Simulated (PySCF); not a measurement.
This PySCF input asks for the NMR shieldings of `N[SiH2][SiH2]O[C@@H]1CCC(=O)C1`, C$_{5}$H$_{13}$NO$_{2}$Si$_{2}$; the geometry comes from GFN2-xTB.

```python
import basis_set_exchange as bse
import numpy as np
from pyscf import gto, dft
from pyscf.prop import nmr

atoms = """
N     4.690424    0.291538    0.327532
Si    3.163642    1.095512    0.377417
Si    1.680906   -0.548753   -0.183235
O     0.281021    0.276532   -0.090194
C    -0.997181   -0.176749   -0.399747
C    -2.016470    0.969991   -0.343353
C    -3.358423    0.273874   -0.149666
C    -3.044601   -1.006680    0.597860
O    -3.849352   -1.746786    1.093667
C    -1.544160   -1.193739    0.604614
H     5.512159    0.796670    0.616392
H     4.919717   -0.289930   -0.461759
H     3.104901    1.604353    1.754708
H     3.105680    2.304344   -0.476370
H     1.617150   -1.746568    0.674998
H     1.799897   -1.133255   -1.536870
H    -0.986335   -0.624231   -1.403667
H    -1.980973    1.590827   -1.236181
H    -1.774752    1.593856    0.518319
H    -3.799360   -0.008450   -1.108842
H    -4.094861    0.871165    0.386477
H    -1.260582   -2.223217    0.392054
H    -1.173200   -0.943317    1.601798
"""
names = dict.fromkeys(["N", "Si", "O", "C", "H"], "pcSseg-1")
basis = {el: gto.basis.parse(bse.get_basis(n, elements=[el], fmt="nwchem")) for el, n in names.items()}
mol = gto.M(atom=atoms, basis=basis, charge=0, verbose=0)
mf = dft.RKS(mol, xc="PBE0")
mf.grids.level = 2
mf.grids.alignment = dft.numint.BLKSIZE   # the property module wants whole blocks of grid points
mf.conv_tol = 1e-9
mf.kernel()

calc = nmr.RKS(mf)   # GIAO
C = mf.mo_coeff
Co = C[:, mf.mo_occ > 0]
resp = mf.gen_response(singlet=True, hermi=2)
def vind(x):   # induced exchange potential for any number of trial vectors
    d = np.einsum("pi,xij,qj->xpq", C, 2 * x.reshape(-1, C.shape[1], Co.shape[1]), Co, optimize=True)
    return np.einsum("xpq,pi,qj->xij", resp(d - d.transpose(0, 2, 1)), C, Co, optimize=True).ravel()
mo1, _ = nmr.rhf.solve_mo1(calc, with_cphf=vind)
sigma = calc.kernel(mo1)
for i, s in enumerate(sigma):   # ppm
    print("%2d %-2s %9.2f" % (i, mol.atom_pure_symbol(i), np.trace(s) / 3))
```

Question: What does it print?

Answer: 
```
 0 N     270.81
 1 Si    404.37
 2 Si    380.23
 3 O     298.20
 4 C     109.61
 5 C     151.26
 6 C     146.17
 7 C     -31.43
 8 O    -336.32
 9 C     138.82
10 H      32.00
11 H      32.27
12 H      26.68
13 H      26.48
14 H      26.42
15 H      26.46
16 H      27.54
17 H      29.38
18 H      29.97
19 H      29.61
20 H      29.35
21 H      28.98
22 H      29.64
```

These numbers come from an equivalent density-fitted implementation of the same equations, which agrees with the script to about 0.01 ppm for H and up to a few tenths of a ppm for heavy atoms, so last digits may differ.

Question: Turn these shieldings into chemical shifts. Scale: 15N (σ = 267.73 ppm) vs NH3; 29Si (σ = 349.16 ppm), 13C (σ = 186.93 ppm), 1H (σ = 31.72 ppm) vs TMS; H2O for 17O (σ = 336.08 ppm) (reference shieldings calculated alike).

Answer: Averaging equivalent atoms: N 0: -3.1; Si 2: -31.1; Si 1: -55.2; O 8: 672.4; O 3: 37.9; C 7: 218.4; C 4: 77.3; C 9: 48.1; C 6: 40.8; C 5: 35.7; H 14: 5.30; H 15: 5.26; H 13: 5.23; H 12: 5.04; H 16: 4.17; H 21: 2.73; H 20: 2.37; H 17: 2.34; H 19: 2.11; H 22: 2.08; H 18: 1.75; H 10/11: -0.42 ppm. Unscaled 17O shifts of doubly bonded oxygen tend to come out too high, by tens of ppm or more. Experimental scales use liquid or dissolved standards, which lie at an offset from isolated NH3 (liquid NH3: subtract about 20 ppm) and H2O (liquid H2O: subtract about 36 ppm).

Size and cost of the density-fitted run: 249 basis functions, 85 s wall time on 1 thread of an Arm Neoverse V1, shared host; peak memory 1.1 GiB.
